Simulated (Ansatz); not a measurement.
Mulliken charges of CHAlF2Se (`F[C]1(F)[AlH][Se]1`) from ωB97M-V/def2-TZVPP in Ansatz (PBE0-D4/def2-TZVP geometry).

| atom | x (Å) | y (Å) | z (Å) | charge (e) |
| --- | --- | --- | --- | --- |
| F1 | 1.067 | -0.802 | 1.349 | -0.166 |
| C2 | 0.304 | -0.659 | 0.256 | 0.223 |
| F3 | 0.071 | -1.893 | -0.215 | -0.166 |
| Al4 | -0.704 | 0.933 | -0.213 | 0.282 |
| Se5 | 1.277 | 0.517 | -1.185 | -0.141 |
| H6 | -1.973 | 1.840 | -0.037 | -0.032 |

Task: By hand: the dipole of these point charges (1 e Å = 4.8032 D).

Result: Σ q r = (-0.437, 0.432, -0.023) e Å, of length 0.615 e Å = 2.95 D.

Task: How does the dipole of the full density compare? (Best estimate.)

Result: The calculation gave: (-0.503, 0.410, 0.034) e Å, 3.12 D; the point charges give 0.95 times that, at 8° from its direction.

Point charges leave out the atoms' own dipoles, such as those of lone pairs, and Mulliken's split depends on the basis, so the close match here is no proof of good charges.
